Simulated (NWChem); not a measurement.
# C$_{4}$H$_{6}$F$_{2}$; SMILES C[C@H]1[C@@H](F)[C@H]1F

Computed with NWChem. Pople sets run with spherical d functions. Structure relaxed at the PBE0/def2-SVP level. Static field.

```tsv
level	basis functions	isotropic polarisability (bohr³)	anisotropy (bohr³)
PBE/6-31G*	96	41.4	5.9
PBE/6-31+G*	120	47.2	6.3
PBE/def2-SVP	114	42.2	6.6
PBE/def2-SVPD	174	50.0	6.7
```
